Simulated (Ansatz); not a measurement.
The cluster K₂S₂⁻, relaxed as a doublet with UKS r2SCAN-D4/def2-TZVPD in Ansatz, starting from the GFN1-xTB geometry. Force threshold 0.02 eV/Å.

The highest occupied level of the charge -1 doublet lies above zero (up to 0.59 eV). By energy differences its removal costs 0.44 eV (vertical, to the charge 0 singlet, at r2SCAN-D4/def2-TZVPD); a positive level beside a positive removal energy at the same level points to self-interaction error. The relaxation made no stability test and no search for a lower SCF solution. The structure comes from a short search, and lower isomers may exist.

Start:

Cartesian coordinates in Å:
```
K 0.471 -1.795 1.012
K -0.058 1.486 1.480
S 0.651 0.669 -1.325
S -1.064 -0.360 -1.167
```

**Question.** Estimate the energy that the relaxation releases and the steps that it takes.

**Answer.** 15.1 kcal/mol, in 7 steps; 46 s on 4 threads of Arm Neoverse V1 on a shared host. No frequencies were taken in this run, so the end may be a saddle point.

**Question.** Does the start keep its bonding?

**Answer.** By distances, no bond broke or formed. The bond that changes most is K1–S3, from 3.40 to 2.94 Å (atoms count from 1).

**Question.** Predict the relaxed structure.

**Answer.** 
```xyz
4

K     0.679   -2.177    0.470
K    -0.413    1.983    1.148
S     0.900    0.390   -0.944
S    -1.166   -0.196   -0.675
```
Bond lengths (bridged metal pairs left out): 4 × K–S 2.94 Å; 1 × S–S 2.16 Å.
